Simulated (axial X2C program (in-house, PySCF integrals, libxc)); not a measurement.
Spin–orbit effects down a group: molecules with Mg, CCSD

Computed with an axial X2C code built on PySCF integrals, spin-free (one-electron X2C) or two-component (2c: spin–orbit coupling with atomic mean-field Coulomb and Gaunt terms, which also bring small scalar terms), in Dyall basis sets with cores contracted in-house; open shells are unrestricted.

Basis sets: Br dyall-cv3z, Cl dyall-av3z, I dyall-cv3z, Mg dyall-cv3z. Frozen shells (counts by l): MgCl Cl 2s1p, Mg 2s1p, 9 electrons correlated; MgBr Br 3s2p1d, Mg 2s1p, 9 electrons correlated; MgI I 4s3p2d, Mg 2s1p, 9 electrons correlated. Coupled cluster in natural virtuals with an MP2 remainder. Where the outer core of a metal is frozen, bonds come out longer and ionisation energies lower.

```
molecule   spin-free state  Re (Å)  ωe (cm⁻¹)  De (eV)  2c state  Re 2c (Å)  ωe 2c (cm⁻¹)  De 2c (eV)
    MgCl  M_S = 1/2, Λ = 0   2.214      460.3     3.15   Ω = 1/2      2.215         460.0        3.11
    MgBr  M_S = 1/2, Λ = 0   2.364      374.0     2.63   Ω = 1/2      2.365         373.5        2.49
     MgI  M_S = 1/2, Λ = 0   2.592      317.4     2.06   Ω = 1/2      2.595         315.3        1.77
```

Each entry is the lowest single determinant of a limited PBE0 search at one distance. De goes to single-determinant-based atoms at the same level (for ions the charge split of lowest energy) and is withheld (n/a) where an atom does not fit its ground term or J level. Main or longest-lived isotopes.
